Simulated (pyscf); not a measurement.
This saddle point was located with ωB97X-D3(BJ)/def2-SVPD in PySCF.

```
C
H 1 1.0820
H 1 1.0820 2 119.98
H 1 1.0820 2 119.98 3 -176.92
Br 1 2.4989 2 89.11 3 -88.45
I 1 2.6278 2 90.88 3 91.53
```
Charge -1, spin multiplicity 1.

Surface: singlet, charge -1. Lowest wavenumbers (cm⁻¹): 412i, 123, 160, 160, 898.

Q: Which two sides does it connect, and which bonds change?

A: `[Br-]` + `[CH3][I]` ⇌ `[CH3][Br]` + `[I-]`, a substitution at C read from left to right: C–I broken and Br–C formed. At ωB97M-D3(BJ)/def2-TZVPD it lies -0.02 eV from the left side and +0.25 eV from the right (each side as separated species at their lowest minima found). On the reactant side the descent ends in a bound adduct, 0.42 eV under the separated species and 0.43 eV under the saddle at ωB97X-D3(BJ)/def2-TZVPD. On the product side the descent ends in a bound adduct, 0.37 eV under the separated species and 0.62 eV under the saddle at ωB97X-D3(BJ)/def2-TZVPD. At ωB97M-D3(BJ) the saddle lies under the separated reactants, which points to a path from their complex (located at ωB97X-D3(BJ) alone). One saddle was located; it need not be the lowest between these sides. The angle at the attacked C is 180°. Elements up to Kr have no core potential and no relativistic terms here. Elements past Kr carry the def2 core potentials, without spin-orbit coupling.
